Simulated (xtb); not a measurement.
CH2I2, SMILES ICI. All values are semi-empirical tight-binding results from xtb (GFN2-xTB unless named), good for trends rather than for accurate numbers. Geometry: GFN2-xTB.

Optimised geometry:

```xyz
5

I     -1.8020     0.0000     0.0924
C      0.0000     0.0000    -1.0715
I      1.8020     0.0000     0.0924
H      0.0000     0.8939    -1.6840
H      0.0000    -0.8939    -1.6840
```

The point group as xtb finds it comes out as C2v. The orbital gap is 3.89 eV and the zero-point energy comes out as 16.7 kcal/mol. The G − E(el) at 298.15 K (modified RRHO) is -2.2 kcal/mol and the static polarisability (D4 model) is 78.0 bohr³. The solvation energy, GFN2-xTB/ALPB(water) is -2.6 kcal/mol and the solvation energy, GFN2-xTB/ALPB(chcl3) comes out as -8.1 kcal/mol.

Computed atomic charges and the Wiberg bond orders between heavy atoms:
charges (e) I1 -0.09, C2 0.03, I3 -0.09, H4 0.07, H5 0.07. Bond orders I1–C2 1.00, C2–I3 1.00.
